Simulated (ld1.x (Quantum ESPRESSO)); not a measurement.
ruthenium: PAW pseudisation with PBEsol, scalar-relativistic reference atom.

ruthenium (Ru), PAW, made with ld1.x (Quantum ESPRESSO) 7.5 (PBEsol, scalar-relativistic). Core [Ar] 3d10, reference 4s2 4p6 4d7 5s1 5p0. Waves: 4s (bound): rcut 1.55, rcutus 1.85 bohr; 5s (bound): rcut 1.55, rcutus 1.85 bohr; 4p (bound): rcut 1.50, rcutus 1.60 bohr; 5p (bound, empty): rcut 1.50, rcutus 1.60 bohr; 4d (bound): rcut 1.90, rcutus 2.05 bohr; 4d channel at 0.05 Ry: rcut 1.90, rcutus 2.05 bohr. Local part: all-electron potential smoothed inside 1.70 bohr (lloc = -1). Core correction: a·sin(br)/r model core inside 1.35 bohr. Augmentation charge: BESSEL, radius 1.65 bohr.

**Question.** Is the overlap operator S = 1 + Σ q|β⟩⟨β| positive definite (Bessel basis up to 400 Ry)?

**Answer.** No: its lowest eigenvalue is -6.162, in the p channel, so the generalised eigenproblem breaks down once the basis is large enough.

Test run stopped at test 1 of 7 (negative rho).

The ghost test of this file was not conclusive. Its overlap operator is not positive definite in a basis up to 400 Ry (lowest eigenvalue p -6.16), so the file is unfit for use: the generalised eigenproblem breaks down once the basis is large enough, and its test numbers describe a broken file.
